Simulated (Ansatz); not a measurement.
Relaxation of C₂H₃SSi (7 atoms, charge -1, multiplicity 1), to a largest force component of 0.015 eV/Å in at most 40 steps.

Theory: Ansatz, RKS B3LYP/def2-SVP.

```xyz
7
Properties=species:S:1:pos:R:3
C 0.255 1.093 0.240
C -0.527 -0.177 0.446
Si -0.654 -1.143 1.850
S -1.214 -2.646 3.111
H 0.113 1.547 -0.753
H -0.083 1.836 0.975
H 1.340 0.980 0.382
```

Problem. Where does it end, and by what steps?

Solution. It converged. Limits of this set-up: an anion without diffuse functions, the dipole of an ion depends on the origin. After 6 steps the energy has fallen by 0.289 eV; C2 moved furthest, 0.49 Å.

```csv
step,energy less start (eV),largest force component (eV/Å),accepted
0,0.0000,1.255,yes
1,-0.1473,0.928,yes
2,-0.2265,1.102,yes
3,-0.2725,0.606,yes
4,-0.2871,0.114,yes
5,-0.2885,0.019,yes
6,-0.2885,0.011,yes
```

```xyz
7
Properties=species:S:1:pos:R:3
C 0.271 1.135 0.270
C -0.317 -0.075 0.875
Si -0.624 -1.201 2.019
S -1.418 -2.855 2.870
H -0.061 1.265 -0.784
H -0.005 2.086 0.779
H 1.384 1.134 0.224
```

Run time: 50 s on 1 thread of Intel(R) Xeon(R) Processor @ 2.50GHz (Skylake/Cascade Lake), with other jobs on the host, peak memory 0.16 GiB.
